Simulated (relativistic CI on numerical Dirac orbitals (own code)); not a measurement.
# The spin-orbit constant of Zn3+ from its measured fine structure

Problem. The ground term ²D of Zn3+ (3p⁶3d⁹) has the measured levels J = 3/2: 2759.1, J = 5/2: 0.0 cm⁻¹ (Sugar and Musgrove, J. Phys. Chem. Ref. Data 24, 1803 (1995)). Test the interval rule and estimate ζ(3d).

Working.
1. In LS coupling E(J) − E(J − 1) = AJ. The intervals give A = -1103.6 (J = 5/2) cm⁻¹.
2. A doublet has one interval, so the rule cannot be tested.
3. The whole width divided by the sum of the upper J values gives a mean A = -1103.6 cm⁻¹.
4. For the Hund term of a shell that is more than half full, A = −ζ/2S with 2S = 1, so ζ = 1104 cm⁻¹.

Check. The value calculated from Dirac-Coulomb-Breit radial functions of this configuration is ζ = 1077 cm⁻¹, 2 % below the estimate from measurement. The same recipe applied to the calculated levels returns 1069 cm⁻¹, which shows the bias of the recipe itself.
